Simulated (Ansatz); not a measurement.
Abridged output of a molecular run in Ansatz:

```
Functional definition: HF
  name "HF"
  cite "Fock, Z. Phys. 61, 126 (1930) doi:10.1007/BF01340294"
  parent pbe
  exchange = exact_x
  correlation = 0
1223 factors; integrals over basis functions are off by at most 1.2e-3 eV
mean field evaluation 1: about -52878.8949 eV, gradient 5.7e1 eV
mean field evaluation 2: about -52879.0157 eV, gradient 5.7e1 eV
mean field evaluation 4: about -52887.0138 eV, gradient 6.6e0 eV
mean field evaluation 8: about -52887.1699 eV, gradient 8.8e-1 eV
mean field evaluation 16: about -52887.1791 eV, gradient 2.9e-6 eV
mean field -52887.17909851 eV, -1943.5679836527 hartree, gradient 2.9e-6 eV, S^2 0.000000; 0 other end points of the search recorded, 0 dependent functions left out
18 core orbitals not correlated: weight in the atoms' cores, before any rotation towards them, 1.000 or more for the frozen orbitals, at most 0.000 for the correlated occupied ones
reference -52887.17909851 eV, -1943.5679836527 hartree; 23, 23 occupied and 83, 83 virtual orbitals, 1223 factors
second order -30.09993399 eV of doubles, -0.00000000 eV of singles
cycle   1  -29.24586145 eV  change    8.5e-1 eV  update   2.8e-1
cycle   2  -30.45214530 eV  change    -1.2e0 eV  update   2.1e-1
cycle   3  -30.71032679 eV  change   -2.6e-1 eV  update   5.2e-2
cycle   4  -30.73549168 eV  change   -2.5e-2 eV  update   1.8e-2
cycle   5  -30.72264952 eV  change    1.3e-2 eV  update   8.8e-3
cycle   6  -30.71539652 eV  change    7.3e-3 eV  update   4.4e-3
cycle   7  -30.71723226 eV  change   -1.8e-3 eV  update   2.7e-3
cycle   8  -30.71778519 eV  change   -5.5e-4 eV  update   1.2e-3
cycle   9  -30.71792179 eV  change   -1.4e-4 eV  update   5.8e-4
cycle  10  -30.71856207 eV  change   -6.4e-4 eV  update   2.6e-4
cycle  11  -30.71824271 eV  change    3.2e-4 eV  update   1.4e-4
cycle  12  -30.71807990 eV  change    1.6e-4 eV  update   6.0e-5
cycle  13  -30.71814056 eV  change   -6.1e-5 eV  update   2.7e-5
cycle  14  -30.71809583 eV  change    4.5e-5 eV  update   1.5e-5
perturbative correction -1.31783045 eV, -0.0484293758 hartree
Total energy: -52919.21502479 eV, -1944.7452822289 hartree
```

Its atoms:

Z-matrix (Å, degrees):
```
C
Ti 1 3.068
S 1 1.822 2 46.5
H 1 1.090 2 74.6 3 142.1
H 1 1.089 2 98.4 3 -109.3
H 1 1.090 2 147.7 3 41.4
F 2 1.739 1 142.2 3 -8.1
F 2 1.750 1 84.5 3 -130.3
Cl 2 2.192 1 90.2 3 121.1
```

Question: Which basis set was used?
A. def2-TZVPPD
B. def2-TZVPP
C. cc-pV(Q+d)Z
D. def2-SVP

Answer: D. It gives 124 functions.

Question: Write the keys of the input that set method, charge and spin (a neutral closed shell needs none for the last two).

Answer: 
```yaml
correlation: {method: ccsd_t}
```
